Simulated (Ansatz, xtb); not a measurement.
# Ranking isomers of CH8B2N2

4 gas-phase structures of CH8B2N2, from a drawn sample of its isomers (lower ones may exist). Each was relaxed with GFN2-xTB; where two conformers were screened, the lower at r2SCAN-D4/def2-SVP is listed:

A. `BNCBN`, a singlet
B. `BN(C)BN`, a singlet
C. `BNB(C)N`, a singlet
D. `BNBNC`, a singlet

**Question.** Estimate their order in r2SCAN-D4/def2-SVP energy at these geometries, lowest first.

**Answer.** Calculated order at r2SCAN-D4/def2-SVP: C (0.0), D (17.1), B (18.0), A (34.1) kcal/mol. Less than 1 kcal/mol parts D and B, so the order within that pair means little.

Energies above the lowest of each column, in kcal/mol; the last columns are at B3LYP-D3(BJ)/def2-SVP geometries and were run for some of them only (a dash: not run or not comparable):

```csv
structure,GFN2-xTB,HF/STO-3G,r2SCAN-D4/def2-SVP,B3LYP-D3(BJ)/def2-SVP,CCSD(T)/def2-SVP + ΔMP2/def2-TZVPP
C,3.4,0.0,0.0,0.0,0.0
D,0.0,9.9,17.1,15.1,17.4
B,1.7,12.5,18.0,16.5,16.5
A,20.6,35.5,34.1,–,–
```

CCSD(T)/def2-SVP + ΔMP2/def2-TZVPP puts C lowest of those it was run on; GFN2-xTB picks D. CCSD(T)/def2-SVP + ΔMP2/def2-TZVPP orders those it was run on as C (0.0), B (16.5), D (17.4) kcal/mol. Less than 1 kcal/mol parts B and D, so the order within that pair means little. Flexible structures stand in one conformer each, not always the lowest. Frequencies (B3LYP-D3(BJ)/def2-SVP) were run for B, C, D alone. ΔMP2 is the change of the MP2 energy from the smaller to the larger basis.

Over these structures GFN2-xTB departs from r2SCAN-D4/def2-SVP by 7.1 kcal/mol on average once a common shift is removed. A GFN2-xTB relaxation took about 0.22 s and the r2SCAN-D4/def2-SVP energy about 2.5 s on a shared host (Ansatz 0.2.0, xtb 6.7.1).
